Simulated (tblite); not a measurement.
Question: Give a GFN2-xTB geometry of `C=C[SiH2][SiH2]C(C)(C)C=O`.

Answer: 
```
atom  x, y, z in Å
C1     3.8167    0.4313   -0.1934
C2     3.3165   -0.7825   -0.3534
Si3    1.5230   -1.2958   -0.0298
Si4    0.3281    0.6366    0.4382
C5    -1.5618    0.2180    0.1938
C6    -1.7902   -0.0581   -1.2927
C7    -2.4732    1.3312    0.6867
C8    -1.6948   -1.0160    0.9820
O9    -1.0920   -2.0437    0.7554
H10    4.8537    0.6682   -0.3807
H11    3.2035    1.2561    0.1381
H12    3.9888   -1.5640   -0.6872
H13    1.5888   -2.2548    1.0776
H14    1.0855   -1.9989   -1.2448
H15    0.4899    1.8399   -0.3973
H16    0.4291    1.1424    1.8196
H17   -2.8505   -0.2288   -1.4832
H18   -1.4699    0.7880   -1.8970
H19   -1.2423   -0.9432   -1.6059
H20   -2.2594    2.2565    0.1567
H21   -3.5212    1.0811    0.5195
H22   -2.3282    1.5098    1.7500
H23   -2.3447   -0.9462    1.8766
```

Orientation and origin are arbitrary. Atoms count from 1 in this order. Si4 (SiH2 silicon) is distorted tetrahedral (angles from 102.2° to 120.6°). The 2 C–Si bonds span 1.893 Å (C2–Si3, drawn single) to 1.951 Å (Si4–C5, drawn single), a spread of 0.058 Å. Of the pairs four or more bonds apart, Si3···O9 is among the closest relative to their van der Waals radii: 2.83 Å, 78 % of the sum of Bondi's values. Si3 (SiH2 silicon) is distorted tetrahedral (angles from 105.3° to 114.6°).

Bonds between heavy atoms (Å): C1=C2 1.323, C2–Si3 1.893, Si3–Si4 2.320, Si4–C5 1.951, C5–C6 1.529, C5–C7 1.521, C5–C8 1.470, C8=O9 1.213.

Structure optimised with GFN2-xTB, isolated species.

Point group: C1 (no symmetry element, even within 0.4 Å). Its GFN2-xTB frequencies are all real (lowest 44 cm⁻¹). The numbers are those of one conformer (C1–C2–Si3–Si4 7°, C2–Si3–Si4–C5 162°, Si3–Si4–C5–C6 -67°, Si4–C5–C8–O9 -61°).

These are computed values.
